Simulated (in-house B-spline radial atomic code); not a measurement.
How numerical settings move a run on neutral krypton, [Ar] 3d10 4s2 4p6. Computed with an all-electron radial atomic-structure program (B-spline basis): Dirac-Kohn-Sham LDA VWN5, spherical fractional occupations, Fermi nucleus of rms radius 4.1884 fm.

Command:
```bash
python run_scf.py task.json out
```
Settings of the sound reference run:
```
Z                36
electrons        36
configuration    [Ar] 3d10 4s2 4p6
hamiltonian      dirac
method           lda,vwn
spin_polarised   False
nucleus          fermi
rms_radius       4.1884
mass_number      84
atomic_mass      83.9115
speed_of_light   137.036
knot_spacing     0.22
spline_order     8
gauss_points     12
box_radius       50
max_iterations   70
damping          0.5
damped_steps     3
diis_vectors     10
tolerance        1e-08
start            Thomas-Fermi
```

Cost of the run: 1.4 s on 1 thread of Intel(R) Xeon(R) Platinum 8375C CPU @ 2.90GHz, on a shared host.

It converges in 9 iterations to -2787.047862 hartree, with 4p3/2 at -9.18119 eV. The other runs change the listed settings, some to values that make no sense; their results aren't properties of the atom or ion. Radii are in bohr (the nuclear one in fm), a minus after a letter asks for a j subshell, and «unchanged» means within 1e-8 hartree. The run stops when the residual is below 10 × tolerance × max(1, Z/10), or a noise floor if that is larger, and the energy moves by less than 1e-8 × √|E| hartree; so very loose and very tight tolerances often act alike.

| changed settings | outcome |
| --- | --- |
| knot_spacing = 0.3, gauss_points = 8, max_iterations = 75, tolerance = 0.01 | converged in 8 iterations, energy +2.37e-06 hartree from the reference, 4p3/2 level +4.5e-04 eV |
| gauss_points = 3 | converged in 9 iterations, energy +1.14e-04 hartree from the reference, 4p3/2 level +7.1e-06 eV |
| electrons = 39, configuration = [Ar] 3d10 4s2 4p6 5s3, max_iterations = 100 | stopped with error: shell 5s holds at most 2 electrons |
| electrons = 37, configuration = [Ar] 3d10 4s2 4p6 3f1, max_iterations = 100 | stopped with error: there is no 3f shell |
| diis_vectors = 4 | converged in 9 iterations, energy unchanged, 4p3/2 level +1.8e-06 eV |
| diis_vectors = 0 | converged in 16 iterations, energy unchanged, 4p3/2 level -7.1e-06 eV |
| max_iterations = 50, damped_steps = 1, diis_vectors = 2 | converged in 15 iterations, energy unchanged, 4p3/2 level -3.0e-05 eV |
| diis_vectors = 2 | converged in 14 iterations, energy unchanged, 4p3/2 level -1.1e-05 eV |
| knot_spacing = 0.1, max_iterations = 5, diis_vectors = 2 | not converged after 5 iterations, last residual 7.0e-04, last energy +2.51e-05 hartree from the reference |
| tolerance = 1e-13 | converged in 9 iterations, energy unchanged |

Task: What happens with gauss_points = 4?

Result: Converged in 9 iterations, energy +2.84e-07 hartree from the reference.

Task: What happens with tolerance = 1e-06?

Result: Converged in 8 iterations, energy unchanged, 4p3/2 level +4.5e-04 eV.

Task: What happens with diis_vectors = 1?

Result: Not converged after 70 iterations, last residual 2.2e+00, last energy +7.63e+01 hartree from the reference.

Task: What happens with box_radius = 7.5, max_iterations = 12, damped_steps = 0, diis_vectors = 2?

Result: Not converged after 12 iterations, last residual 2.2e-06, last energy +6.09e-04 hartree from the reference.
